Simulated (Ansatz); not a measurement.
The same atomization along the group B, Al, Ga.

Gas-phase electronic energies from Ansatz, PBE0-D4/def2-TZVP geometries. CBS: MP2 limit from def2 TZ/QZ plus the TZ coupled-cluster correction, frozen cores. This one scheme is used for every species, atoms too. DFT in def2-TZVPP. No spin–orbit coupling; open shells (•) take unrestricted orbitals. Spin–orbit coupling would lower the free atoms: a little for Al, B, C; clearly for Ga; strongly for Sn. Elements past krypton have def2 core potentials. For Ga, Sn outer-core shells are correlated without core-valence functions, so the limit isn't a true one: a few kJ/mol of doubt a bond, and 10 to 20 or more in all where bonds break to atoms. Scalar relativity is left out up to krypton.

| reaction | CCSD(T)/CBS(def2) (kJ/mol) |
| --- | --- |
| `[BH2][SnH2][CH3]` → B• + C• + 7 H• + Sn• | 3055 |
| `[CH3][SnH2][AlH2]` → Al• + C• + 7 H• + Sn• | ? |
| `[CH3][SnH2][GaH2]` → Ga• + C• + 7 H• + Sn• | 2782 |

Task: Fill in the missing values. (Best estimate.)

Result: The calculation gave: `[CH3][SnH2][AlH2]` → Al• + C• + 7 H• + Sn•: +2830.8 kJ/mol.

Largest T1 diagnostic: 0.018, for Al•.

For atomizations the MP2-based limit and the directly extrapolated one differ by several kJ/mol either way, and by 10 to 25 for some Ge, Se and Sn compounds, so smaller differences from it don't rank the levels.
